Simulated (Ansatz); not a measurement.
# Which method gave which barrier?

Saddle point of Si2NH6Cl3, singlet (Si₂H₃Cl₃ ([SiH3][Si]([Cl])([Cl])[Cl]) + NH₃ → SiNH₂Cl₃ ([NH2][Si]([Cl])([Cl])[Cl]) + SiH₄; bonds formed: Si1–N7, Si2–H6; bonds broken: Si1–Si2, H6–N7), PBE0-D4/def2-TZVP structure:

Si1  (-0.907, 0.600, -0.597)
Si2  (0.407, -1.102, 1.416)
Cl3  (-1.702, 1.807, -2.101)
Cl4  (-1.882, -1.144, -1.001)
Cl5  (-1.306, 1.754, 1.033)
H6  (0.979, 0.028, -0.096)
N7  (0.843, 0.681, -1.113)
H8  (1.333, -0.604, 2.489)
H9  (-0.911, -1.297, 2.089)
H10  (0.886, -2.475, 1.052)
H11  (1.039, 0.131, -1.946)
H12  (1.220, 1.621, -1.225)
(Å)

Program: Ansatz 0.2.0. Basis: def2-TZVPP, with def2-QZVPP for the basis limit. Cores are frozen in the correlated methods. Extrapolation: Hartree–Fock as exp(−7.88 √X), correlation as X^−2.97. Four methods, as single points on the PBE0-D4 structures, gave these electronic barriers from the start structure: 177.5, 190.1, 206.9, 278.0 kJ/mol.

The methods were, in alphabetical order, HF, MP2, PBE-D4, r2SCAN-D4. Which gave which? (Judge from chemistry; the calculation decides.)

Computed: PBE-D4 177.5; r2SCAN-D4 190.1; MP2 206.9; HF 278.0 kJ/mol. For comparison, CCSD(T) at an estimated basis limit (MP2 extrapolated from triple and quadruple zeta, plus CCSD(T) − MP2 in triple zeta) gives 212.0 kJ/mol.

The T1 diagnostic stays at or below 0.011. The start structure is not quite a true minimum (one mode of 28i cm⁻¹).

Labels in which every atom is bracketed show which atoms are joined, not bond orders.

For scale, one of the runs: CCSD(T)/def2-TZVPP, 325 basis functions, launched by `ansatz run in.yaml --threads 4 --pin off --events-out ev --progress --plain --max-ram 66560MiB --backend cuda --devices 0, --max-vram 37GiB`. Time: 11 s of wall clock on 4 CPU threads of an AMD EPYC 7R13 and a share of one NVIDIA H100; the host was shared. Peak host memory: 0.82 GiB.
